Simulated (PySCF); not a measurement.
**Radial density of Br²⁺ (bromine, charge +2)**

MN15, [Ar] 3d10 4s2 4p3, high-spin 4S determinant. All numbers are calculated (PySCF 2.14, scalar relativity through the core potential, in cc-pVDZ-PP with ECP10MDF (4s3p2d, 23 functions)). This is the valence pseudo-density: the core potential removes the inner electrons and smooths the orbitals near the nucleus.

```tsv
r (bohr)	4πr²ρ (e/bohr)	4πr²(ρα − ρβ)
0.000635	2.337e-05	0.0000
0.00107	6.601e-05	0.0000
0.00180	0.0001860	0.0000
0.00302	0.0005197	0.0000
0.00508	0.001421	0.0000
0.00855	0.003667	0.0000
0.0144	0.008262	0.0000
0.0242	0.01523	0.0000
0.0407	0.03102	0.0001
0.0684	0.1524	0.0005
0.115	1.249	0.0040
0.194	7.341	0.0512
0.326	25.78	0.3622
0.548	31.32	0.2345
0.921	8.981	0.4166
1.55	3.932	2.0111
2.61	0.9962	0.7217
4.38	0.03445	0.0296
7.37	2.658e-05	0.0000
```

Energies and moments cover only the electrons outside the core potential.
